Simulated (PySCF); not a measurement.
Isomers C₈H₁₃F:

A. 1-fluorobicyclo[2.2.2]octane (FC12CCC(CC1)CC2)
B. SMILES C1(F)CCC2(CC1)CC2
C. `F[C@H]1[C@@H]2CCC[C@H]1CC2`

Spectrum 1. 13C{1H} NMR (computed): δ 94.3 (C), 34.4 (CH2), 30.1 (CH2), 27.4 (CH).

Spectrum 2. 13C{1H} NMR (computed): δ 105.5 (CH), 44.1 (CH), 34.5 (CH2), 28.8 (CH2), 20.4 (CH2).

Spectrum 3. 13C{1H} NMR (computed): δ 95.8 (CH), 36.6 (CH2), 36.2 (CH2), 20.4 (C), 14.7 (CH2), 14.0 (CH2).

[PySCF 2.14.0 with density-fitted response routines: shielding tensors at PBE0/pcSseg-1 (GIAO); GFN2-xTB geometry; no relativistic terms; rapidly exchanging positions averaged; single conformer; no solvent]

δ = σ(ref) − σ, references computed at the same level: TMS for 13C. Splittings of carbon signals by F and P are missing where no couplings were computed. Shifts are as computed. Against solution values, carbons near 30 ppm lie about +3 ppm off and those near 130 ppm about +5 ppm. Of 1211 compounds with measured shifts, 218 miss one by over three times the rms of a fit or turn the order of signals round; such compounds aren't used in these exercises.

Match each spectrum to its structure.

## Answers

1–A, 2–C, 3–B.

- Spectrum 1 (A): 4 13C signals; δC 94.3 is a fully substituted sp3 carbon bonded to F; δC 34.4 is an sp3 CH2 in a ring.
- Spectrum 2 (C): 5 13C signals; δC 105.5 is an sp3 CH bonded to F; δC 44.1 is an sp3 CH in a ring.
- Spectrum 3 (B): 6 13C signals; δC 95.8 is an sp3 CH bonded to F; δC 36.6 is an sp3 CH2 in a ring.
